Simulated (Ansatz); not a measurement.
All numbers were calculated with Ansatz.

A structure relaxed at PBE0-D4/def2-TZVP, charge 0, multiplicity 1:

```xyz
7

N    -0.004   -2.214    1.582
C    -0.072   -1.372    0.800
Si   -0.187   -0.043   -0.451
Cl    0.895   -0.560   -2.063
Cl   -2.120    0.280   -0.893
C     0.522    1.474    0.285
N     0.966    2.434    0.740
```

Give its formula and SMILES.

C2Cl2N2Si, `N#C[Si](Cl)(Cl)C#N`.

Point group (tolerance 0.08 Å, 0.16 Å for H)?

C2v.

Summarise the bond lengths by kind.

2 × C–N 1.151 Å; 2 × C–Si 1.829 Å; 2 × Cl–Si 2.008 Å.
